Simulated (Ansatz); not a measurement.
trans-[VF2(H2O)4]+ (VO4F2H8⁺), relaxed as a triplet with UKS PBE-D4/def2-SVP in Ansatz, starting from the GFN2-xTB geometry. Force threshold 0.02 eV/Å.

Start:

```xyz
15

V     0.000    0.000    0.001
F     1.587    0.405   -0.497
F    -1.589   -0.404    0.497
O    -0.306   -1.077   -1.826
H    -0.942   -1.801   -1.717
H     0.518   -1.452   -2.175
O     0.295    1.077    1.829
H    -0.537    1.431    2.179
H     0.916    1.814    1.726
O    -0.740    1.781   -0.929
H    -1.652    1.681   -1.242
H    -0.191    2.052   -1.682
O     0.749   -1.780    0.926
H     0.220   -2.046    1.695
H     1.670   -1.681    1.215
```

(1) Estimate the energy that the relaxation releases and the steps that it takes.

(2) Does the start keep its bonding and symmetry?

(3) Predict the relaxed structure.

## Answers

(1) 28.6 kJ/mol, in 4 steps; 26 s on 4 threads of Arm Neoverse V2 on a shared host. No frequencies were taken in this run, so the end may be a saddle point.

(2) By distances, no bond broke or formed. The bond that changes most is V1–F2, from 1.71 to 1.80 Å (atoms count from 1). Point group C4h at the start, C2h at the end, both within 0.05 Å; within 0.015 Å the end is C2.

(3) 
```csv
atom,x (Å),y (Å),z (Å)
V1,0.0002,0.0000,0.0000
F2,1.6722,0.4250,-0.5256
F3,-1.6723,-0.4248,0.5246
O4,-0.2808,-1.1023,-1.7716
H5,-0.9192,-1.8396,-1.6894
H6,0.5385,-1.4813,-2.1494
O7,0.2738,1.1005,1.7739
H8,-0.5513,1.4675,2.1512
H9,0.9028,1.8462,1.6967
O10,-0.7244,1.7565,-0.8973
H11,-1.6558,1.7344,-1.1972
H12,-0.1970,2.1020,-1.6460
O13,0.7318,-1.7547,0.8954
H14,0.2149,-2.1012,1.6508
H15,1.6667,-1.7282,1.1840
```
Bond lengths: 4 × O–V 2.10 to 2.11 Å; 2 × F–V 1.80 Å; 8 × H–O 0.98 Å.
